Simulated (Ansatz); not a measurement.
# The HOMO–LUMO gap down a group: C to Ge

One atom is swapped for its congeners: C3H7Br (2-bromopropane) `CC(C)Br`; SiH(CH3)2Br; GeH(CH3)2Br. All are singlets with charge 0.

Shapes, held fixed at every level: PBE0-D4/def2-TZVP. Programs: Ansatz 0.2.0. Values in eV.

Q: How should the HOMO–LUMO gap change along the series?

A: At wB97X-V/def2-TZVPP the HOMO–LUMO gap isn't monotonic: it is largest for Si and smallest for Ge (13.13 and 12.45 eV). 2 of 6 levels show this order throughout; 2 agree on the largest and the smallest. Relativity is left out for Br, Ge unless named. Orbital gaps aren't excitation energies, and the LUMO depends on the basis.

```tsv
level	C3H7Br	SiH(CH3)2Br	GeH(CH3)2Br
PBE-D4/def2-TZVPP	5.59	6.48	5.82
r2SCAN-D4/def2-TZVPP	6.16	7.21	6.44
B3LYP-D4/def2-TZVPP	7.38	8.20	7.47
PBE0-D4/def2-TZVPP	7.92	8.67	8.01
wB97M-V/def2-TZVPP	12.20	12.67	12.11
wB97X-V/def2-TZVPP	12.53	13.13	12.45
```
